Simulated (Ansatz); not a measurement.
Consider the formal hydrolysis of the Si–Cl bond: `BO[SiH]([SiH3])Cl` + H₂O → `BO[SiH](O)[SiH3]` + HCl.

Isolated molecules relaxed with PBE0-D4/def2-TZVP in Ansatz; ΔE leaves out vibrations. CCSD(T)/CBS is the MP2 limit (def2-TZVPP, def2-QZVPP) plus CCSD(T) − MP2 in def2-TZVPP, frozen cores. This one scheme is used for every species. One conformer a species, not always the lowest.

| species | CCSD/def2-TZVPP energy (Eh) |
| --- | --- |
| `BO[SiH]([SiH3])Cl` | -1141.44748 |
| H₂O | -76.32939 |
| `BO[SiH](O)[SiH3]` | -757.45573 |
| HCl | -460.32332 |

Problem. Work out ΔE.

Solution. ΔE = (-757.45573) + (-460.32332) − (-1141.44748) − (-76.32939) = -0.00218 Eh = -1.4 kcal/mol. CCSD(T)/CBS gives +0.2 kcal/mol.

Largest T1 diagnostic among the species: 0.014.
